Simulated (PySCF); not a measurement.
SMILES C[Si](C)(C)[SiH2]c1cccs1 (C7H14SSi2), singlet, GFN2-xTB optimised geometry.

```
24

C     -3.18    -0.88    -1.96
Si    -1.49    -1.76    -2.13
C     -1.80    -3.53    -2.78
C     -0.47    -0.81    -3.44
Si    -0.37    -1.80    -0.08
C      0.83    -0.35     0.00
C      2.19    -0.35     0.00
C      2.77     0.94     0.00
C      1.83     1.92    -0.01
S      0.23     1.28    -0.01
H     -3.71    -0.83    -2.91
H     -3.83    -1.40    -1.25
H     -3.06     0.14    -1.60
H     -2.33    -3.52    -3.73
H     -0.87    -4.07    -2.92
H     -2.40    -4.10    -2.08
H     -0.97    -0.78    -4.40
H     -0.29     0.22    -3.13
H      0.50    -1.27    -3.59
H      0.47    -2.98     0.17
H     -1.25    -1.67     1.09
H      2.77    -1.26     0.00
H      3.83     1.12     0.01
H      1.97     2.98    -0.01
```

Density from CAM-B3LYP/def2-SVP in PySCF at that geometry.

Minimum of the electron density along straight lines between bonded atoms, close to the bond critical point (lines longer than 1.1 times the sum of covalent radii, or with two minima, are not listed):

```csv
bond,length / Å,ρ at the minimum / e bohr⁻³,∇²ρ there / e bohr⁻⁵,position (fraction from the first atom)
C1–Si2,1.912,0.109,0.31,0.62
Si2–C3,1.912,0.109,0.31,0.38
Si2–C4,1.914,0.109,0.30,0.38
Si5–C6,1.878,0.110,0.37,0.38
C6–C7,1.363,0.322,-0.81,0.51
C7–C8,1.412,0.299,-0.75,0.50
C8–C9,1.357,0.326,-0.84,0.49
C6–S10,1.737,0.210,-0.42,0.46
C9–S10,1.719,0.218,-0.49,0.47
C1–H11,1.087,0.271,-0.98,0.63
C1–H12,1.086,0.272,-0.98,0.63
C1–H13,1.086,0.272,-0.98,0.63
C3–H14,1.086,0.272,-0.98,0.63
C3–H15,1.086,0.272,-0.98,0.63
C3–H16,1.086,0.272,-0.98,0.63
C4–H17,1.087,0.271,-0.97,0.63
C4–H18,1.086,0.273,-0.99,0.63
C4–H19,1.086,0.272,-0.98,0.63
Si5–H20,1.471,0.115,0.33,0.49
Si5–H21,1.472,0.115,0.33,0.49
C7–H22,1.076,0.285,-1.11,0.64
C8–H23,1.076,0.284,-1.10,0.64
C9–H24,1.072,0.286,-1.13,0.65
```
